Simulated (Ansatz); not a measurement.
Ansatz (a quantum-chemistry and plane-wave program) input (r2SCANh/def2-TZVPD):

Ansatz 0.2 input:
```yaml
crystal:
  periodic: [false, false, false]
  atoms:
    - {symbol: C, position_ang: [2.05694145, -0.34758005, -0.17979980]}
    - {symbol: Sn, position_ang: [-0.15069884, -0.22201354, -0.16026862]}
    - {symbol: O, position_ang: [-0.44845182, 1.64775358, -0.76955506]}
    - {symbol: O, position_ang: [-0.77341735, -0.02343110, 1.73596647]}
    - {symbol: H, position_ang: [2.39635422, 0.06515808, -1.12655454]}
    - {symbol: H, position_ang: [2.37328770, 0.27037692, 0.65899497]}
    - {symbol: H, position_ang: [2.37559315, -1.37895804, -0.05849340]}
    - {symbol: H, position_ang: [-1.16734786, 2.07951672, -0.29307302]}
    - {symbol: H, position_ang: [-1.00964072, -0.84451600, 2.18006480]}
basis:
  gaussian:
    orbitals: def2-TZVPD
hamiltonian:
  xc: {name: r2SCANh}
magnetization: {spin_polarized: true, initial_magnetization: 1}
output: {forces: true}
```

End of the output:

```
integrals: 0.14 GiB planned
1206 factors; their error is unknown
mean field: 1.77 GiB planned
mean field evaluation 1: about -11027.9284 eV, gradient 6.9e1 eV
mean field evaluation 2: about -10952.6629 eV, gradient 1.4e2 eV
mean field evaluation 4: about -11044.8679 eV, gradient 1.4e1 eV
mean field evaluation 8: about -11045.8220 eV, gradient 1.7e-1 eV
mean field evaluation 16: about -11045.8392 eV, gradient 3.9e-3 eV
mean field -11045.83918510 eV, -405.9271029137 hartree, gradient 7.8e-5 eV, S^2 0.758035; 0 other end points of the search recorded, 0 dependent functions left out
the calculation of the forces begins
reference -11045.83921179 eV, -405.9271038945 hartree; 25, 24 occupied and 193, 194 virtual orbitals, 1206 factors
Total energy: -11045.83921179 eV, -405.9271038945 hartree
Atom 0 at     2.056941    -0.347580    -0.179800 Å, force    -0.260143    -0.012221    -0.011080 eV/Å
Atom 1 at    -0.150699    -0.222014    -0.160269 Å, force     0.126950     0.332300     0.230740 eV/Å
Atom 2 at    -0.448452     1.647754    -0.769555 Å, force    -0.017529    -0.240759     0.157922 eV/Å
Atom 3 at    -0.773417    -0.023431     1.735966 Å, force     0.073823    -0.097357    -0.251617 eV/Å
Atom 4 at     2.396354     0.065158    -1.126555 Å, force    -0.011713    -0.007280     0.018709 eV/Å
Atom 5 at     2.373288     0.270377     0.658995 Å, force    -0.028485    -0.006150    -0.010791 eV/Å
Atom 6 at     2.375593    -1.378958    -0.058493 Å, force    -0.000428     0.031112    -0.003503 eV/Å
Atom 7 at    -1.167348     2.079517    -0.293073 Å, force     0.081767    -0.088941    -0.049145 eV/Å
Atom 8 at    -1.009641    -0.844516     2.180065 Å, force     0.035757     0.089296    -0.081234 eV/Å
Dipole moment:     0.087231    -0.530446     0.002403 e Å
```

It need not be the lowest isomer of its formula.
